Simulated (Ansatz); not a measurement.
Species: C₂H₁₂Si₅, SMILES `C#C[SiH2][Si]([SiH3])([SiH3])[SiH3]` (C–Si–Si–Si torsion 180°) (charge 0, multiplicity 1).

### Question
Give a relaxed geometry from PBE0-D3(BJ)/def2-SVP (Ansatz, a program for electronic structure).

### Answer
This is not unique; one that fits is the end point of this relaxation, one of several conformers (outside a Z-matrix the atoms follow the SMILES, hydrogens last).
Bonded distances (Å): C1–C2 1.218, C1–H8 1.076, C2–Si3 1.834, Si3–Si4 2.343, Si3–H9 1.494, Si3–H10 1.494, Si4–Si5 2.342, Si4–Si6 2.342, Si4–Si7 2.342, Si5–H11 1.496, Si5–H12 1.496, Si5–H13 1.495, Si6–H14 1.496, Si6–H15 1.496, Si6–H16 1.494, Si7–H17 1.494, Si7–H18 1.496, Si7–H19 1.496. Angles (°): C2–C1–H8 179.5, C1–C2–Si3 176.3, C2–Si3–Si4 106.7, C2–Si3–H9 109.4, C2–Si3–H10 109.4, Si4–Si3–H9 111.1, Si4–Si3–H10 111.1, H9–Si3–H10 109.0, Si3–Si4–Si5 110.4, Si3–Si4–Si6 107.9, Si3–Si4–Si7 107.9, Si5–Si4–Si6 110.5, Si5–Si4–Si7 110.5, Si6–Si4–Si7 109.6, Si4–Si5–H11 110.1, Si4–Si5–H12 110.1, Si4–Si5–H13 110.1, H11–Si5–H12 108.8, H11–Si5–H13 108.8, H12–Si5–H13 108.8, Si4–Si6–H14 109.9, Si4–Si6–H15 110.1, Si4–Si6–H16 109.9, H14–Si6–H15 108.8, H14–Si6–H16 109.1, H15–Si6–H16 109.0, Si4–Si7–H17 109.9, Si4–Si7–H18 110.1, Si4–Si7–H19 109.9, H17–Si7–H18 109.0, H17–Si7–H19 109.1, H18–Si7–H19 108.8.
